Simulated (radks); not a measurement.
Values are calculated unless marked as measured or tabulated.
Question: Zr+, 39 electrons, occupied as [Kr] 5s1 4f2 (not the ground configuration). Level of theory: scalar-relativistic Kohn-Sham, PBE, spin-polarised, spherical densities, finite nucleus; open shells are filled with parallel spins first (spin-orbit coupling, left out, can overturn this in heavy ions); Fermi nuclear charge, rms radius 4.2694 fm (a radial shooting solver on a logarithmic mesh with Libxc functionals). Some entries of the table are withheld. Estimate them.

| orbital | occ. | eigenvalue (eV) | r(max) (bohr) |
|---|---|---|---|
| 1s up | 1 | -17845.87 | 0.02414 |
| 1s down | 1 | -17845.85 | 0.02414 |
| 2s up | 1 | -2491.387 | 0.1370 |
| 2s down | 1 | -2491.368 | 0.1370 |
| 2p up | 3 | -2224.029 | 0.1095 |
| 2p down | 3 | -2224.011 | 0.1095 |
| 3s up | 1 | -425.9854 | 0.4081 |
| 3s down | 1 | -425.9509 | 0.4081 |
| 3p up | 3 | -338.8794 | 0.4022 |
| 3p down | 3 | -338.8428 | 0.4022 |
| 3d up | 5 | -195.9730 | 0.3473 |
| 3d down | 5 | -195.9340 | 0.3473 |
| 4s up | 1 | -74.4025 | 1.072 |
| 4s down | 1 | -74.1968 | 1.072 |
| 4p up | 3 | (1) | 1.166 |
| 4p down | 3 | (2) | 1.165 |
| 5s up | 1 | (3) | 2.730 |
| 5s down | 0 | (4) | 2.667 |
| 4f up | 2 | -3.3316 | 4.744 |

Answer: 
(1) 4p up eigenvalue (eV): -51.8072
(2) 4p down eigenvalue (eV): -51.5316
(3) 5s up eigenvalue (eV): -16.5368
(4) 5s down eigenvalue (eV): -14.8816
